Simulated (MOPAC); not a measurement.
MOPAC input (MNDO):

```
MNDO 1SCF CHARGE=1 GEO-OK AUX(PRECISION=9) THREADS=1
H8N3Si

N    -0.60833500 1    1.53921900 1    0.08614500 1
Si   -0.10075700 1   -0.01909400 1    0.42335000 1
N    -1.01703800 1   -1.20724800 1   -0.34003400 1
N     1.59550500 1   -0.26179200 1   -0.46398600 1
H    -1.11254300 1    1.81004900 1   -0.74442300 1
H    -0.58111700 1    2.27572400 1    0.77473100 1
H     0.35877100 1   -0.16384000 1    1.80914600 1
H    -1.99909200 1   -1.04862700 1   -0.51515400 1
H    -0.81641500 1   -2.19532500 1   -0.29239700 1
H     1.47384300 1   -0.20466600 1   -1.47699600 1
H     2.26055200 1    0.46481700 1   -0.19269400 1
H     2.03566400 1   -1.16207100 1   -0.26399300 1
```

From the output:

```
                                                       MOPAC v23.2.5 Linux

          FINAL HEAT OF FORMATION =         91.32907 KCAL/MOL =     382.12082 KJ/MOL

          COSMO AREA              =        115.85 SQUARE ANGSTROMS
          COSMO VOLUME            =        103.40 CUBIC ANGSTROMS

          IONIZATION POTENTIAL    =         14.843164 EV
          HOMO LUMO ENERGIES (EV) =        -14.843 -3.900
          NO. OF FILLED LEVELS    =         13
          MOLECULAR WEIGHT        =         78.1688         POINT GROUP:  C1

          MOLECULAR DIMENSIONS (Angstroms)

            Atom       Atom       Distance
            H     9    H     6     4.60265
            H    11    H     8     4.17516
            H    10    H     7     3.17633

          SCF CALCULATIONS        =          1

   ATOM   CHEMICAL          X               Y               Z
  NUMBER   SYMBOL      (ANGSTROMS)     (ANGSTROMS)     (ANGSTROMS)

     1       N         -0.60833500  *   1.53921900  *   0.08614500  *
     2      Si         -0.10075700  *  -0.01909400  *   0.42335000  *
     3       N         -1.01703800  *  -1.20724800  *  -0.34003400  *
     4       N          1.59550500  *  -0.26179200  *  -0.46398600  *
     5       H         -1.11254300  *   1.81004900  *  -0.74442300  *
     6       H         -0.58111700  *   2.27572400  *   0.77473100  *
     7       H          0.35877100  *  -0.16384000  *   1.80914600  *
     8       H         -1.99909200  *  -1.04862700  *  -0.51515400  *
     9       H         -0.81641500  *  -2.19532500  *  -0.29239700  *
    10       H          1.47384300  *  -0.20466600  *  -1.47699600  *
    11       H          2.26055200  *   0.46481700  *  -0.19269400  *
    12       H          2.03566400  *  -1.16207100  *  -0.26399300  *

                             CARTESIAN COORDINATES

   1    N       -0.608335000     1.539219000     0.086145000
   2   Si       -0.100757000    -0.019094000     0.423350000
   3    N       -1.017038000    -1.207248000    -0.340034000
   4    N        1.595505000    -0.261792000    -0.463986000
   5    H       -1.112543000     1.810049000    -0.744423000
   6    H       -0.581117000     2.275724000     0.774731000
   7    H        0.358771000    -0.163840000     1.809146000
   8    H       -1.999092000    -1.048627000    -0.515154000
   9    H       -0.816415000    -2.195325000    -0.292397000
  10    H        1.473843000    -0.204666000    -1.476996000
  11    H        2.260552000     0.464817000    -0.192694000
  12    H        2.035664000    -1.162071000    -0.263993000

           Empirical Formula: H8 N3 Si  =    12 atoms

      MOLECULAR POINT GROUP   :   C1

                  EIGENVALUES
 -41.53017 -37.77603 -35.91301 -23.80641 -23.78673 -23.06909 -21.74603 -21.52292
 -19.98938 -19.91829 -18.01875 -15.30147 -14.84316  -3.89958  -2.87264  -2.21031
  -1.87408  -1.86086  -0.96226  -0.91922   1.28800   1.47108   2.00772   2.14021

              NET ATOMIC CHARGES AND DIPOLE CONTRIBUTIONS

  ATOM NO.   TYPE          CHARGE      No. of ELECS.   s-Pop       p-Pop
    1          N          -0.726808        5.7268     1.51702     4.20978
    2         Si           1.636402        2.3636     0.94998     1.41362
    3          N          -0.719375        5.7194     1.53047     4.18891
    4          N          -0.263841        5.2638     1.53512     3.72872
    5          H           0.184964        0.8150     0.81504
    6          H           0.189298        0.8107     0.81070
    7          H          -0.225920        1.2259     1.22592
    8          H           0.182544        0.8175     0.81746
    9          H           0.178508        0.8215     0.82149
   10          H           0.187706        0.8123     0.81229
   11          H           0.188081        0.8119     0.81192
   12          H           0.188440        0.8116     0.81156
 DIPOLE           X         Y         Z       TOTAL
 POINT-CHG.     3.778    -0.797     0.366     3.878
 HYBRID        -0.168     0.029    -0.725     0.744
 SUM            3.610    -0.768    -0.359     3.708

          ATOMIC ORBITAL ELECTRON POPULATIONS

     Atom    s        px        py        pz
    1  N   1.51702   1.73053   1.24701   1.23225
    2 Si   0.94998   0.43558   0.49415   0.48389
    3  N   1.53047   1.21879   1.15871   1.81141
    4  N   1.53512   1.37440   1.14050   1.21383
    5  H   0.81504
    6  H   0.81070
    7  H   1.22592
    8  H   0.81746
    9  H   0.82149
   10  H   0.81229
   11  H   0.81192
   12  H   0.81156

 **********************
 *                    *
 * JOB ENDED NORMALLY *
 *                    *
 **********************

 == MOPAC DONE ==
```

The dipole moment of an ion depends on the origin.

The geometry given is a B3LYP-D3(BJ)/def2-TZVP minimum.
